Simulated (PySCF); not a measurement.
The metal is changed in MCl3. Gas-phase values, no solvent. Multiplicities are imposed; where one is given, others were not computed.

Method: PBE-D3(BJ)/def2-TZVP // BP86-D3(BJ)/def2-SVP (PySCF). 

| species | highest occupied spin orbital (eV) | mean distance from the central atom to its bonded neighbours (Å) | spin population on the central atom (Mulliken) |
|---|---|---|---|
| M = Ti, multiplicity 2 ([Ti(Cl)3]) | -5.51 | 2.190 | 1.11 |
| M = Fe, multiplicity 4 ([Fe(Cl)3] (excited quartet)) | -6.31 | 2.105 | 2.64 |
| M = Fe, multiplicity 6 ([Fe(Cl)3] (lower sextet)) | -7.31 | 2.151 | 3.87 |
| M = Rh, multiplicity 1 | – | 2.201 | – |
| M = Hf, multiplicity 2 | -5.07 | 2.343 | 1.08 |
| M = Pt, multiplicity 2 ([Pt(Cl)3]) | -6.85 | 2.252 | 0.47 |
